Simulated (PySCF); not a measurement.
Se(OH)(OSiH3) (H4O2SeSi), SMILES O[Se]O[SiH3].

Geometry optimised at PBE-D3(BJ)/def2-SVP. This is a generated structure with no PubChem entry under its InChIKey; it may be hypothetical. One conformer was computed; it need not be the lowest.

Two levels are set side by side: PBE/def2-TZVP (PySCF) and ωB97X/def2-TZVP (PySCF). Same geometry, gas phase. Differences are taken from unrounded values.

```tsv
quantity	PBE
orbital gap (eV)	3.16
highest occupied level (eV)	-5.47
lowest empty level (eV)	-2.31
dipole moment (D)	2.07
mean polarisability (bohr³)	61.8
```

These are the PBE values. What does ωB97X give? (Estimate from the structure and the level; the computed values follow.)


```json
[
 {"quantity": "orbital gap (eV)", "ωB97X": "9.95", "PBE minus ωB97X": "-6.79"},
 {"quantity": "highest occupied level (eV)", "ωB97X": "-9.14", "PBE minus ωB97X": "3.67"},
 {"quantity": "lowest empty level (eV)", "ωB97X": "0.81", "PBE minus ωB97X": "-3.12"},
 {"quantity": "dipole moment (D)", "ωB97X": "2.30", "PBE minus ωB97X": "-0.23"},
 {"quantity": "mean polarisability (bohr³)", "ωB97X": "58.6", "PBE minus ωB97X": "3.2"}
]
```

Without exact exchange PBE keeps part of each electron's self-repulsion, which lifts occupied levels and narrows the gap. PBE's more diffuse valence density responds more strongly to a field. Differences between two approximate levels are no errors against the true value.

Rough cost on one machine, each run with all the roots and properties that it gave: ωB97X against PBE within a factor of 2.
